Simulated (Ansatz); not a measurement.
La2O3⁻, relaxed as a doublet with UKS PBE0-D4/def2-SVPD in Ansatz, starting from the GFN1-xTB geometry. Force threshold 0.02 eV/Å.

In the def2 sets La takes a core potential; there is no spin–orbit coupling. The highest occupied level of the charge -1 doublet lies above zero (up to 0.56 eV). The electron is either unbound and held by the finite basis, or the level is raised by self-interaction error. The structure comes from a short search, and lower isomers may exist.

Start:

```xyz
5

La    0.205   -1.197    0.641
La    0.420    0.524   -0.368
O    -0.439    0.183   -0.567
O     0.314   -0.928   -1.097
O    -0.499    1.418    1.391
```

```json
{"step": "1", "energy (eV)": "-7714.3882", "largest force component (eV/Å)": "486.071", "SCF passes": "29"}
{"step": "2", "energy (eV)": "-7812.4333", "largest force component (eV/Å)": "81.047", "SCF passes": "44"}
{"step": "3", "energy (eV)": "-7832.8228", "largest force component (eV/Å)": "44.842", "SCF passes": "49"}
{"step": "4", "energy (eV)": "-7845.3220", "largest force component (eV/Å)": "17.957", "SCF passes": "52"}
{"step": "5", "energy (eV)": "-7849.9883", "largest force component (eV/Å)": "6.311", "SCF passes": "44"}
{"step": "6", "energy (eV)": "-7851.8957", "largest force component (eV/Å)": "2.817", "SCF passes": "45"}
{"step": "7", "energy (eV)": "-7853.1336", "largest force component (eV/Å)": "2.630", "SCF passes": "45"}
{"step": "8", "energy (eV)": "-7854.3690", "largest force component (eV/Å)": "1.981", "SCF passes": "35"}
{"step": "9", "energy (eV)": "-7855.1933", "largest force component (eV/Å)": "1.213", "SCF passes": "34"}
{"step": "10", "energy (eV)": "-7855.5802", "largest force component (eV/Å)": "0.192", "SCF passes": "32"}
{"step": "11", "energy (eV)": "-7855.5857", "largest force component (eV/Å)": "0.017", "SCF passes": "26"}
```

Force components are those of the run's own axes.

End:

```xyz
5

La   -0.464   -1.199    0.821
La    0.464    1.199   -0.821
O    -1.471    0.119   -0.657
O     1.127   -0.918   -0.704
O     0.343    0.799    1.361
```

Bonds lost: O3–O4 (atoms count from 1).

No frequencies were taken in this run, so the end may be a saddle point.

Hardware: 4 threads of Intel Xeon on a shared host. Wall time 2.3 min.
